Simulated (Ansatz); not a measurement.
C₉H₂₇NSi₃ (`C[Si](C)(C)N([Si](C)(C)C)[Si](C)(C)C`), relaxed with RKS PBE0-D4/def2-TZVP in the Gaussian-basis code of Ansatz from a PBE-D4/def2-SVP geometry. The force threshold is 0.005 eV/Å; the program also tests the step.

Total charge 0; spin multiplicity 1.

Start:

```xyz
40

C    -1.527   -0.764    2.320
Si   -1.691   -0.218    0.510
C    -2.589   -1.623   -0.394
C    -2.865    1.261    0.353
N    -0.078    0.132   -0.174
Si    0.705   -1.087   -1.221
C    -0.276   -1.391   -2.814
C     2.420   -0.549   -1.827
C     0.959   -2.704   -0.262
Si    0.924    1.409    0.572
C     1.716    2.542   -0.724
C     2.246    0.630    1.690
C    -0.078    2.588    1.669
H    -0.929   -1.697    2.380
H    -2.523   -0.969    2.765
H    -1.025   -0.006    2.954
H    -2.024   -2.574   -0.452
H    -3.518   -1.826    0.180
H    -2.891   -1.331   -1.418
H    -2.649    2.086    1.057
H    -3.905    0.919    0.544
H    -2.828    1.669   -0.678
H    -0.554   -0.424   -3.281
H     0.366   -1.941   -3.534
H    -1.199   -1.982   -2.669
H     3.131   -0.274   -1.024
H     2.361    0.292   -2.546
H     2.852   -1.417   -2.367
H     0.011   -3.127    0.127
H     1.434   -3.476   -0.903
H     1.625   -2.526    0.608
H     2.098    3.455   -0.221
H     0.956    2.859   -1.468
H     2.560    2.081   -1.270
H     1.759    0.062    2.510
H     2.887    1.411    2.150
H     2.909   -0.072    1.147
H    -0.763    3.225    1.076
H     0.654    3.260    2.164
H    -0.664    2.094    2.469
```

Q: How much energy does the relaxation release, and in how many steps? (Estimate.)

A: The calculation gave: 4.57 kcal/mol, in 7 steps.

Q: Which bonds change most? (Estimate.)

A: Computed: Si2–N5 from 1.787 to 1.754 Å; N5–Si10 from 1.787 to 1.754 Å; N5–Si6 from 1.787 to 1.754 Å; Si6–C9 from 1.898 to 1.877 Å.

Q: Give the relaxed structure. (Best estimate.)

A: Computed: 
```xyz
40

C    -1.520   -0.765    2.295
Si   -1.659   -0.215    0.506
C    -2.554   -1.596   -0.397
C    -2.814    1.256    0.353
N    -0.069    0.117   -0.154
Si    0.693   -1.072   -1.195
C    -0.286   -1.374   -2.766
C     2.384   -0.534   -1.807
C     0.960   -2.678   -0.261
Si    0.912    1.380    0.565
C     1.696    2.495   -0.724
C     2.223    0.631    1.680
C    -0.082    2.555    1.641
H    -0.968   -1.708    2.354
H    -2.511   -0.930    2.726
H    -1.000   -0.041    2.927
H    -2.003   -2.533   -0.472
H    -3.465   -1.799    0.176
H    -2.862   -1.294   -1.400
H    -2.643    2.036    1.093
H    -3.844    0.907    0.471
H    -2.730    1.705   -0.641
H    -0.625   -0.426   -3.193
H     0.369   -1.851   -3.501
H    -1.156   -2.016   -2.633
H     3.089   -0.248   -1.026
H     2.316    0.283   -2.528
H     2.810   -1.396   -2.331
H     0.038   -3.090    0.155
H     1.397   -3.438   -0.917
H     1.652   -2.516    0.570
H     2.010    3.424   -0.240
H     0.967    2.755   -1.497
H     2.569    2.065   -1.212
H     1.748    0.106    2.514
H     2.864    1.412    2.100
H     2.865   -0.085    1.164
H    -0.742    3.191    1.048
H     0.644    3.210    2.134
H    -0.673    2.079    2.424
```
